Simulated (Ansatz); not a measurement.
Gas-phase reaction (SMILES): [WH6] (WH6) -> [WH5] (WH5) + H atom; the H-W bond at the site shown breaks (other sites are not compared here).

Each molecule is optimised on its own at B3LYP-D3(BJ)/def2-TZVP (Ansatz, an electronic-structure program). Valence correlation only, unless marked. UHF or UKS for open shells. Spin-orbit coupling is left out. Frozen are the shells of the preceding noble gas and the d and f shells that filled before the atom's block. In def2 rows, elements after Kr have scalar-relativistic effective core potentials. Basis-set limits of correlation are two-point, X^-3; Hartree-Fock from the larger set. The bracket is a focal-point correction in the basis named. High T1 diagnostic, so coupled cluster is less sure: [WH6] (WH6). [WH5] (WH5): The spin state was set by rule; other spins were not relaxed. Thermal terms are rigid-rotor harmonic-oscillator values from B3LYP-D3(BJ) frequencies (Ansatz) at 298.15 K and 1 atm. 1 Eh = 627.5095 kcal/mol. Atoms have translation alone. Electronic entropy comes from spin alone.

| species | E, RI-MP2/CBS(def2-TZVPPD,def2-QZVPPD)+[CCSD(T)-MP2]/def2-TZVPPD (Ansatz) (Eh) | E, B3LYP-D3(BJ)/def2-TZVPD (Ansatz + dftd3) (Eh) | H - E (Eh) | G - E (Eh) |
|---|---|---|---|---|
| [WH6] (WH6) | -70.09981 | -70.62169 | 0.04979 | 0.02129 |
| [WH5] (WH5) | -69.48789 | -70.01083 | 0.03871 | 0.00798 |
| H atom | -0.49998 | -0.50215 | 0.00236 | -0.01065 |

Work out ΔE and ΔH, ΔG, ΔS and the equilibrium constant at 298.15 K at the first level, then ΔH at the second.


1. ΔE = [(-69.48789) + (-0.49998)] - [(-70.09981)] = 0.11194 Eh = 70.2 kcal/mol at RI-MP2/CBS(def2-TZVPPD,def2-QZVPPD)+[CCSD(T)-MP2]/def2-TZVPPD.
2. The terms H - E add up to -0.00872 Eh, so ΔH = (0.11194 + (-0.00872))×627.5095 = 64.8 kcal/mol.
3. The terms G - E add up to -0.02396 Eh, so ΔG = 55.2 kcal/mol, and ΔS = (-0.00872 - (-0.02396))×627509.5/298.15 = 32.1 cal/(mol K).
4. log10 K = -ΔG/(RT ln 10) = -40.5, with RT ln 10 = 1.3642 kcal/mol.
5. With ΔH and ΔS taken as constant, ΔG changes sign near ΔH/ΔS = 2020 K, a rough figure that leaves out heat capacities.
6. At B3LYP-D3(BJ)/def2-TZVPD the same steps give ΔE = 68.2 and ΔH = 62.7 kcal/mol, a shift of -2.1 from the first level.
7. These values are not checked against measurement here, since the tables used lack a sound gas-phase enthalpy of formation for at least one species.
